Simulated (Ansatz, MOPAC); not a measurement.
Species: SbH5 (charge 0, singlet). SMILES: [SbH5]

Atoms: Sb1, H2, H3, H4, H5, H6. Bonds: Sb1-H2, Sb1-H3, Sb1-H4, Sb1-H5, Sb1-H6.

Bond lengths (Å) and angles (degrees) optimised at PM3 with MOPAC; PM7 with MOPAC; MNDO with MOPAC; HF/6-31G* with LANL2DZ past Ar with Ansatz (a program for electronic structure); PBE/6-31G* with LANL2DZ past Ar with Ansatz; MP2/6-31G* with LANL2DZ past Ar with Ansatz, each started from the B3LYP-D3(BJ)/def2-TZVP structure (Ansatz) of the last column. A row stands for all coordinates that are equal there. 6-31G* holds six Cartesian d functions. At PM3 the structure is a saddle point. No wavenumbers were computed at MNDO, PBE/6-31G* with LANL2DZ past Ar, MP2/6-31G* with LANL2DZ past Ar, so these may be saddle points.

```json
[
 {"coordinate": "Sb1-H2", "PM3": "1.763", "PM7": "1.785", "MNDO": "1.451", "HF/6-31G* with LANL2DZ past Ar": "1.756", "PBE/6-31G* with LANL2DZ past Ar": "1.789", "MP2/6-31G* with LANL2DZ past Ar": "1.768", "B3LYP-D3(BJ)/def2-TZVP": "1.774"},
 {"coordinate": "Sb1-H4", "PM3": "1.717", "PM7": "1.746", "MNDO": "1.444", "HF/6-31G* with LANL2DZ past Ar": "1.692", "PBE/6-31G* with LANL2DZ past Ar": "1.739", "MP2/6-31G* with LANL2DZ past Ar": "1.711", "B3LYP-D3(BJ)/def2-TZVP": "1.715"},
 {"coordinate": "H2-Sb1-H3", "PM3": "180.0", "PM7": "180.0", "MNDO": "180.0", "HF/6-31G* with LANL2DZ past Ar": "180.0", "PBE/6-31G* with LANL2DZ past Ar": "180.0", "MP2/6-31G* with LANL2DZ past Ar": "180.0", "B3LYP-D3(BJ)/def2-TZVP": "180.0"},
 {"coordinate": "H2-Sb1-H4", "PM3": "90.0", "PM7": "90.0", "MNDO": "90.0", "HF/6-31G* with LANL2DZ past Ar": "90.0", "PBE/6-31G* with LANL2DZ past Ar": "90.0", "MP2/6-31G* with LANL2DZ past Ar": "90.0", "B3LYP-D3(BJ)/def2-TZVP": "90.0"},
 {"coordinate": "H4-Sb1-H5", "PM3": "120.0", "PM7": "120.0", "MNDO": "120.0", "HF/6-31G* with LANL2DZ past Ar": "120.0", "PBE/6-31G* with LANL2DZ past Ar": "120.0", "MP2/6-31G* with LANL2DZ past Ar": "120.0", "B3LYP-D3(BJ)/def2-TZVP": "120.0"}
]
```

Mean signed difference of all 5 bond lengths from B3LYP-D3(BJ)/def2-TZVP: PM3 -0.004 Å, PM7 0.023 Å, MNDO -0.292 Å, HF/6-31G* with LANL2DZ past Ar -0.022 Å, PBE/6-31G* with LANL2DZ past Ar 0.020 Å, MP2/6-31G* with LANL2DZ past Ar -0.005 Å.
